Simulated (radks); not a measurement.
Spherical quantum dot in the effective-mass picture: electrons in a well V = -V0 / (1 + exp((r - R)/a)) with V0 = 16.1, R = 2.22, a = 0.21, with a point charge +1 (a donor) at the centre, all in effective atomic units (hartree* = m*/eps^2 hartree, bohr* = eps/m* bohr), one dielectric constant everywhere. Calculated with a radial shooting solver with Libxc functionals: non-relativistic Kohn-Sham, LDA (Slater exchange, Perdew-Wang correlation), spin-polarised, spherical densities. Levels are named by radial order and angular momentum (1s, 1p, 1d, 2s, ...), and open shells are averaged over m.

N = 19, configuration 1s2 1p6 1d10 2s(up 1, down 0). This is the lowest configuration that the search found. Occupied and some empty levels:

| level | occupation | eigenvalue (hartree*) | <r> (bohr*) |
|---|---|---|---|
| 1s up | 1 | -4.1690 | 1.232 |
| 1s down | 1 | -4.1244 | 1.253 |
| 1p up | 3 | -3.3239 | 1.452 |
| 1p down | 3 | -3.3073 | 1.454 |
| 1d up | 5 | -2.2422 | 1.571 |
| 1d down | 5 | -2.2302 | 1.571 |
| 2s up | 1 | -1.7135 | 1.121 |
| 2s down | 0 | -1.5890 | 1.125 |
| 1f up | 0 | -0.91319 | 1.664 |
| 1f down | 0 | -0.90170 | 1.664 |

Energy (hartree*): total -158.431, kinetic 39.298, external -295.37, Hartree 110.04, exchange-correlation -12.399.

Electron density:

| r (bohr*) | n(r) (e/bohr*^3) |
|---|---|
| 0.138 | 1.085 |
| 0.292 | 0.8013 |
| 0.446 | 0.6155 |
| 0.600 | 0.5195 |
| 0.754 | 0.5034 |
| 0.907 | 0.5510 |
| 1.06 | 0.6341 |
| 1.22 | 0.7126 |
| 1.37 | 0.7394 |
| 1.52 | 0.6802 |
| 1.68 | 0.5353 |
| 1.83 | 0.3487 |
| 1.98 | 0.1840 |
| 2.14 | 0.07740 |
| 2.29 | 0.02663 |
| 2.45 | 0.007880 |
| 2.60 | 0.002132 |
| 2.75 | 0.0005530 |
| 2.91 | 0.0001426 |
| 3.06 | 0.00003751 |
